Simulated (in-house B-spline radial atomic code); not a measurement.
Results of a calculation; reference values are marked as such.
# Two electrons in Si: a Gaussian well −V exp(−r²/w²) with V = 143 meV and w = 22.6 nm

For Si the NSM archive of the Ioffe Institute lists m_l = 0.98 m0, m_t = 0.19 m0 and ε = 11.7; the model takes one isotropic valley with the conductivity mass 3/(1/m_l + 2/m_t) = 0.26 m0, and so misses anisotropy and the other valleys. All triplets below are those of one valley; with several valleys two electrons can form a triplet in the 1s orbital itself, at an energy set by the valley splitting.

Effective-mass model with parabolic bands, a uniform dielectric constant, no image charges, no central-cell or spin-orbit terms. Two-electron levels come from full CI in B-splines with partial waves to l = 5 (up to 0.001 effective hartree above the limit).

Question: What are the effective units, and what is the potential in them?

Answer: Ha* = 27211.386 meV × 0.26/11.7² = 51.68 meV and a* = 0.0529177 nm × 11.7/0.26 = 2.381 nm. V = 2.76 Ha* and w = 9.48 a*.

In these units the lowest s and p orbitals lie at -2.398781 and -2.165189, and their Coulomb and exchange integrals are J_ss = 0.386561, J_sp = 0.319277 and K_sp = 0.06321. Full CI gives -4.471062 for the ground singlet, -4.324244 for the sp triplet, -4.241396 for the sp singlet and -4.110076 for the lowest triplet of two s orbitals.

Question: What does it cost to add the second electron, to first order and exactly?

Answer: To first order E = 2ε_s + J_ss = -4.411001, so the charging energy E(2) − 2E(1) is J_ss = 19.98 meV. CI gives -4.471062 − 2 × (-2.398781) = 0.326499, or 16.87 meV: relaxation and correlation lower it by 3.104 meV, 15.5 % of J_ss. The s² configuration of one-electron orbitals holds 90.7 % of the state, and the mean radius is 6.33 nm. The second electron is bound by ε_s − E = 107.1 meV, against 124 meV for the first.

Question: How far above the singlet do the triplets lie?

Answer: To first order the sp triplet lies at ε_s + ε_p + J_sp − K_sp = -4.307904, which is 5.328 meV above 2ε_s + J_ss. CI gives -4.324244 − (-4.471062) = 0.146818, or 7.588 meV, 63 % of the orbital spacing of 12.07 meV. The ss triplet lies 18.66 meV up, so the lower of the two is the sp one, and its gap equals k_BT at 88.1 K. The sp singlet-triplet splitting is 4.282 meV, against 2K_sp = 6.534 meV.
